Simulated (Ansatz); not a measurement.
A run for Ansatz (an electronic-structure program): U-PBE/def2-TZVPP on HI, a point of a bond scan (R = 3.231 Å). Elements past Kr take the def2 small-core potentials; no spin–orbit coupling.

Ansatz 0.2 input:
```yaml
crystal:
  periodic: [false, false, false]
  atoms:
    - {symbol: I, position_ang: [-0.00000000, -0.00000000, -0.02991592]}
    - {symbol: H, position_ang: [0.00000000, 0.00000000, 3.20100328]}
basis:
  gaussian:
    orbitals: def2-TZVPP
hamiltonian:
  xc: {name: PBE}
magnetization: {spin_polarized: true, initial_magnetization: 0}
```

The head of its log:

```
WARN ansatz: RAYON_NUM_THREADS=1 ignored (pool sized by the plan → 1); use --threads N
Functional definition: PBE
integrals: 0.01 GiB planned
426 factors; their error is unknown
mean field: 0.13 GiB planned
mean field evaluation 1: about -8112.2760 eV, gradient 8.3e0 eV
mean field evaluation 2: about -8099.7955 eV, gradient 2.7e1 eV
```

### Question
Predict the final total energy.

### Answer
-298.1717 hartree. Its determinant has ⟨S²⟩ = 0.85, a mixture of spin states.
